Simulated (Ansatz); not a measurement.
Molecule: InBr₂, net charge 1, singlet state. 
Structure (B3LYP-D3(BJ)/def2-TZVP (Ansatz, an electronic-structure program) minimum search):
```xyz
3

In     0.0000     0.0000     0.0000
Br     0.0000     0.0000     2.3685
Br     0.0000     0.0000    -2.3685
```
Charge +1, spin multiplicity 1.

Basis-set convergence of Hartree-Fock and CCSD(T) correlation energies (hartree) with Ansatz. Cores are frozen in the correlated levels unless marked. Spin-orbit coupling is left out. Frozen are the shells of the preceding noble gas and the d and f shells that filled before the atom's block. Past Kr the def2 sets carry scalar-relativistic core potentials.

```csv
basis,functions,E(HF),"E(corr, CCSD(T))"
def2-SVP,90,-5333.24473,-0.30296
def2-TZVPP,146,(withheld),(withheld)
```

Task: What belongs in the gaps?

Result: 
- def2-TZVPP, E(HF): -5333.88856
- def2-TZVPP, E(corr, CCSD(T)): -0.40163
